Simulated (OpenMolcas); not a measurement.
How methods differ on GeSiH3ClO (SMILES [SiH3][O][Ge][Cl])

The species is GeSiH3ClO (7 atoms), meant as a singlet with charge 0. SMILES: `[SiH3][O][Ge][Cl]`. The shape is that of a PBE0-D4/def2-TZVP optimisation. This is one conformer, not always the lowest.

```xyz
7

Si    0.1844    0.6642   -0.6142
O     0.4345   -0.9595   -0.4138
Ge    0.0766   -2.2159    0.7769
Cl   -0.9918   -0.9951    2.2776
H     0.7959    1.0454   -1.9113
H    -1.2689    0.9651   -0.6433
H     0.8307    1.4278    0.4824
```

Each level gives the dipole moment (D). The values are calculated.

| level | kind | program | value (D) | CPU time |
| --- | --- | --- | --- | --- |
| HF/cc-pVDZ | Hartree–Fock | OpenMolcas | 1.66 | 16 s |
| BLYP/cc-pVDZ | GGA | OpenMolcas | 1.30 | 49 s |
| revPBE/cc-pVDZ | GGA | OpenMolcas | 1.32 | 49 s |
| M06-L/cc-pVDZ | meta-GGA | OpenMolcas | 1.65 | 64 s |
| TPSS/cc-pVDZ | meta-GGA | OpenMolcas | 1.35 | 64 s |
| B3LYP/cc-pVDZ | global hybrid | OpenMolcas | 1.43 | 46 s |
| BHLYP/cc-pVDZ | global hybrid | OpenMolcas | 1.57 | 45 s |
| PBE0/cc-pVDZ | global hybrid | OpenMolcas | 1.44 | 45 s |

All-electron rows without a relativistic Hamiltonian named are non-relativistic. The values span 1.30 to 1.66 D. Magnitudes only. CPU times are rough (shared hosts, several kinds of processor and program).
